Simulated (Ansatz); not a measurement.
Ansatz results at the PBE0-D4/def2-TZVP geometry: HOMO–LUMO gap (PBE0/def2-TZVPP) 9.87 eV; size of the dipole moment (B3LYP/def2-TZVPP) 1.33 D; HOMO–LUMO gap (B3LYP/def2-TZVPP) 9.35 eV.

Each molecule was computed in one conformer, which needn't be the lowest.

Task: Which molecule gave them?
A. `O[Si](Cl)(Cl)O[SiH3]`
B. `CO[SiH](O)F`
C. `F[SiH](F)Br`
D. `FC(F)(F)O[SiH](Cl)Cl`

Result: D. The others give `F[SiH](F)Br`: 9.58, 1.17, 9.01; `O[Si](Cl)(Cl)O[SiH3]`: 9.01, 0.41, 8.49; `CO[SiH](O)F`: 9.60, 1.76, 8.99.

B3LYP here is the variant with VWN-RPA as its local correlation; programs differ in this.
